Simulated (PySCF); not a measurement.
# Spinor energies of Xe²⁰⁺ (xenon, charge +20)

Start: [Ar] 3d10 4s2 4p4; 4p1/2 filled at m_j = -1/2, +1/2; 4p3/2 filled at m_j = +1/2, +3/2. Calculated with PySCF 2.14 in an even-tempered Gaussian basis (18 s from 1.3 bohr⁻², ratio 2.8; 14 p from 1.7 bohr⁻², ratio 2.8; 9 d from 2.9 bohr⁻², ratio 2.8; 4 f from 9.5 bohr⁻², ratio 3): generalised Hartree-Fock with the X2C-1e Hamiltonian and a Gaussian nucleus; spin-orbit coupling (SO) screened by Boettger's factors.

```json
{"spinor shell": "1s1/2", "electrons": "2", "ε, screened SO (eV)": "-35290.5", "weight of nominal j (screened SO)": "1.000", "rms radius, screened SO (bohr)": "0.0305"}
{"spinor shell": "2s1/2", "electrons": "2", "ε, screened SO (eV)": "-6066.2", "weight of nominal j (screened SO)": "1.000", "rms radius, screened SO (bohr)": "0.124"}
{"spinor shell": "2p1/2", "electrons": "2", "ε, screened SO (eV)": "-5722.7", "weight of nominal j (screened SO)": "1.000", "rms radius, screened SO (bohr)": "0.107"}
{"spinor shell": "2p3/2", "electrons": "4", "ε, screened SO (eV)": "-5393.6", "weight of nominal j (screened SO)": "1.000", "rms radius, screened SO (bohr)": "0.112"}
{"spinor shell": "3s1/2", "electrons": "2", "ε, screened SO (eV)": "-1702.5", "weight of nominal j (screened SO)": "1.000", "rms radius, screened SO (bohr)": "0.323"}
{"spinor shell": "3p1/2", "electrons": "2", "ε, screened SO (eV)": "-1559.7", "weight of nominal j (screened SO)": "1.000", "rms radius, screened SO (bohr)": "0.315"}
{"spinor shell": "3p3/2", "electrons": "4", "ε, screened SO (eV)": "-1492.8", "weight of nominal j (screened SO)": "1.000", "rms radius, screened SO (bohr)": "0.326"}
{"spinor shell": "3d3/2", "electrons": "4", "ε, screened SO (eV)": "-1244.8", "weight of nominal j (screened SO)": "0.999", "rms radius, screened SO (bohr)": "0.298"}
{"spinor shell": "4s1/2", "electrons": "2", "ε, screened SO (eV)": "-687.96", "weight of nominal j (screened SO)": "1.000", "rms radius, screened SO (bohr)": "0.698"}
{"spinor shell": "4p1/2", "electrons": "2", "ε, screened SO (eV)": "-631.23", "weight of nominal j (screened SO)": "0.976", "rms radius, screened SO (bohr)": "0.718"}
{"spinor shell": "4p3/2", "electrons": "2", "ε, screened SO (eV)": "-615.85", "weight of nominal j (screened SO)": "0.982", "rms radius, screened SO (bohr)": "0.739"}
```

Where does 3d5/2 lie, and what is the 3d spin-orbit splitting (screened SO)?

At -1230.7 eV, 14.162 eV above 3d3/2.

```csv
quantity,screened SO
E (hartree),-7276.15928
M_J,2
⟨J²⟩,6.008
⟨L²⟩,2.966
⟨S²⟩,1.545
```

Each row is a mean over spinors that exchange with the open shell spreads, by up to 12.531 eV (4s1/2).

Breit and QED terms are absent; they matter most for the inner s and p1/2 levels.

Densities and radii are taken from the X2C orbitals without a picture-change correction, which distorts them close to the nucleus.
